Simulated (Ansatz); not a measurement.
SeF₄, relaxed as a singlet with RKS r2SCAN-D4/def2-SVP in Ansatz, starting from the GFN2-xTB geometry. Force threshold 0.02 eV/Å.

Start:

```xyz
5

Se    0.464    0.302    0.072
F     0.111   -0.760    1.456
F    -0.331    0.616   -1.491
F    -1.002    1.113    0.670
F     0.758   -1.270   -0.706
```

Task: Estimate the energy that the relaxation releases and the steps that it takes.

Result: 7.1 kcal/mol, in 11 steps; 12 s on 4 threads of Arm Neoverse V2 on a shared host. No frequencies were taken in this run, so the end may be a saddle point.

Task: Does the start keep its bonding and symmetry?

Result: By distances, no bond broke or formed. The bond that changes most is Se1–F4, from 1.78 to 1.72 Å (atoms count from 1). Point group C4v at the start, C2v at the end, both within 0.05 Å.

Task: Predict the relaxed structure.

Result: 
```xyz
5

Se    0.4241    0.2755    0.0652
F     0.5256   -0.5615    1.6441
F     0.0463    0.9331   -1.5562
F    -1.2094    0.6397    0.4799
F     0.2133   -1.2868   -0.6330
```
Bond lengths: 4 × F–Se 1.72 to 1.79 Å.
